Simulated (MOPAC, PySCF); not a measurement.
C$_{8}$H$_{20}$Si, SMILES `C([Si](CC)(CC)CC)C`, neutral singlet in the gas phase. 

Cartesian coordinates (Å):
```xyz
29

C     -0.1533     0.1249     2.8987
C     -0.7436    -0.5654     1.6608
Si     0.0000     0.0000     0.0000
C     -0.1847     1.8882    -0.1783
C     -1.6244     2.4081    -0.0595
C      1.8481    -0.4610    -0.0534
C      2.5527    -0.1432    -1.3800
C     -0.9199    -0.8617    -1.4291
C     -0.7750    -2.3899    -1.4592
H     -0.3062     1.2240     2.8655
H     -0.6114    -0.2392     3.8421
H      0.9404    -0.0454     2.9813
H     -0.6136    -1.6679     1.7365
H     -1.8434    -0.4013     1.6158
H      0.4629     2.3683     0.5889
H      0.2515     2.1838    -1.1582
H     -1.6845     3.5106    -0.1753
H     -2.0685     2.1597     0.9272
H     -2.2865     1.9634    -0.8315
H      2.3559     0.0623     0.7869
H      1.9361    -1.5458     0.1793
H      2.0882    -0.6859    -2.2298
H      2.5019     0.9387    -1.6229
H      3.6270    -0.4227    -1.3634
H     -0.5556    -0.4213    -2.3841
H     -1.9939    -0.5782    -1.3652
H      0.2865    -2.6978    -1.5629
H     -1.3311    -2.8487    -2.3034
H     -1.1558    -2.8567    -0.5269
```
Charge 0, multiplicity 1.

All levels are single points at this geometry (PBE-D3(BJ)/def2-SVP); Pople sets use spherical d functions. Orbital energies aren't observables, and empty levels follow the basis.

```csv
level,HOMO (eV),LUMO (eV),gap (eV),dipole (D),"vertical IE, Delta-SCF (eV)"
PBE-D3(BJ)/def2-TZVP in PySCF,-6.38,0.11,6.49,0.00,–
B3LYP/LANL2DZ in PySCF,-7.37,2.18,9.55,0.00,–
BP86/6-31G* in PySCF,-6.25,1.20,7.45,0.00,–
M06-2X/6-31G* in PySCF,-8.68,2.80,11.48,0.00,–
SVWN5/6-31G* in PySCF,-6.17,0.98,7.15,0.00,–
HF/3-21G in PySCF,-10.57,6.17,16.74,0.00,–
HF/6-31G* in PySCF,-10.67,5.48,16.15,0.00,9.58
PM3 in MOPAC,-9.93,0.85,10.79,0.00,–
PM7 in MOPAC,-10.23,1.85,12.08,0.00,–
```
